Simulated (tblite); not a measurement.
Species: C4H4FOS (doublet state).
Numbering: `[F:1][C@H:2]1[CH:3][O:4][CH:5]=[C:6]1[SH:7]` (hydrogens: H8 on C2; H9 on C3; H10 on C5; H11 on S7)
Bond orders are those of one Lewis drawing.

Computed with GFN2-xTB (tblite), gas phase: L-BFGS steps from a force-field or distance-geometry start until the largest atomic force falls under 0.01 eV/Å.

Step 40: E = -613.8958 eV
```
atom  x, y, z in Å  |  force x, y, z in eV/Å
F1      0.3425   -1.9057    0.2729   -0.051  -0.030   0.025
C2     -0.2117   -0.7604   -0.3757    0.009  -0.022  -0.020
C3     -1.4963   -0.3209    0.1991   -0.001  -0.001   0.041
O4     -1.3939    0.9048    0.7467   -0.021  -0.019  -0.015
C5     -0.1411    1.3588    0.5383   -0.004   0.050  -0.028
C6      0.6225    0.4595   -0.1206   -0.029  -0.033   0.014
S7      2.2891    0.6065   -0.5991    0.089   0.046  -0.004
H8     -0.2569   -1.0872   -1.4261    0.035   0.008  -0.006
H9     -2.3787   -0.8940    0.3799   -0.027  -0.001   0.011
H10     0.0956    2.3434    0.8870   -0.005   0.010   0.024
H11     2.5343   -0.7021   -0.5285    0.004  -0.009  -0.042
```

Step 41: E = -613.8966 eV
```
atom  x, y, z in Å  |  force x, y, z in eV/Å
F1      0.3371   -1.9059    0.2754   -0.032  -0.046   0.031
C2     -0.2123   -0.7608   -0.3765    0.004  -0.038  -0.007
C3     -1.4969   -0.3206    0.1976   -0.042   0.002   0.046
O4     -1.3942    0.9050    0.7450   -0.036  -0.009  -0.018
C5     -0.1421    1.3593    0.5358    0.010   0.031  -0.006
C6      0.6225    0.4580   -0.1194   -0.022  -0.023   0.001
S7      2.2897    0.6098   -0.5934    0.107   0.010  -0.014
H8     -0.2563   -1.0912   -1.4258    0.035   0.023  -0.011
H9     -2.3803   -0.8926    0.3826    0.001   0.005  -0.002
H10     0.0968    2.3418    0.8890   -0.008   0.016   0.017
H11     2.5416   -0.7001   -0.5364   -0.018   0.029  -0.037
```

Step 42: E = -613.8972 eV
```
atom  x, y, z in Å  |  force x, y, z in eV/Å
F1      0.3308   -1.9072    0.2781   -0.014  -0.051   0.032
C2     -0.2130   -0.7620   -0.3775   -0.003  -0.036   0.017
C3     -1.4977   -0.3204    0.1969   -0.054   0.001   0.033
O4     -1.3946    0.9053    0.7434   -0.032   0.009  -0.021
C5     -0.1428    1.3603    0.5329    0.014  -0.002   0.014
C6      0.6224    0.4563   -0.1188   -0.001  -0.004  -0.009
S7      2.2920    0.6135   -0.5877    0.080  -0.018  -0.015
H8     -0.2548   -1.0953   -1.4259    0.030   0.035  -0.010
H9     -2.3816   -0.8913    0.3854    0.019   0.007  -0.012
H10     0.0980    2.3407    0.8912   -0.011   0.013   0.004
H11     2.5469   -0.6972   -0.5443   -0.027   0.047  -0.033
```

Step 43: E = -613.8977 eV
```
atom  x, y, z in Å  |  force x, y, z in eV/Å
F1      0.3257   -1.9091    0.2804   -0.006  -0.043   0.025
C2     -0.2137   -0.7633   -0.3777   -0.006  -0.020   0.037
C3     -1.4988   -0.3201    0.1968   -0.033  -0.003   0.009
O4     -1.3952    0.9057    0.7421   -0.015   0.022  -0.024
C5     -0.1431    1.3609    0.5308    0.012  -0.028   0.024
C6      0.6226    0.4551   -0.1186    0.019   0.010  -0.009
S7      2.2953    0.6162   -0.5833    0.027  -0.023  -0.009
H8     -0.2531   -1.0975   -1.4263    0.022   0.039  -0.001
H9     -2.3825   -0.8907    0.3876    0.019   0.003  -0.014
H10     0.0987    2.3400    0.8926   -0.014   0.005  -0.008
H11     2.5496   -0.6944   -0.5505   -0.026   0.037  -0.030
```

Q: Estimate the geometry and energy of step 44. (The exact step hangs on the optimiser's Hessian estimate; all steps are aligned on step 43, rigid shifts and turns removed.)

A: E = -613.8981 eV, largest force 0.044 eV/Å
```
atom  x, y, z in Å  |  force x, y, z in eV/Å
F1      0.3224   -1.9113    0.2820   -0.007  -0.028   0.015
C2     -0.2142   -0.7645   -0.3772   -0.002  -0.003   0.042
C3     -1.5000   -0.3198    0.1970   -0.001  -0.007  -0.011
O4     -1.3960    0.9065    0.7410    0.004   0.023  -0.026
C5     -0.1431    1.3608    0.5300    0.009  -0.036   0.023
C6      0.6230    0.4542   -0.1184    0.027   0.012   0.000
S7      2.2982    0.6174   -0.5801   -0.023  -0.012  -0.002
H8     -0.2518   -1.0972   -1.4265    0.016   0.035   0.011
H9     -2.3828   -0.8909    0.3890    0.012   0.001  -0.013
H10     0.0986    2.3400    0.8924   -0.014   0.000  -0.013
H11     2.5512   -0.6925   -0.5553   -0.021   0.016  -0.027
```

The energy changes by -0.0004 eV. The first-order estimate −F·Δx gives -0.0005 eV and the mean of the old and new forces, exact on a quadratic surface, -0.0003 eV. The step makes an angle of 64° with the force vector and moves no atom by more than 0.005 Å.

The cost below is that of the whole relaxation. Hardware: one thread of an Arm Neoverse V2, no GPU, shared host. Cost: 0.28 s wall.
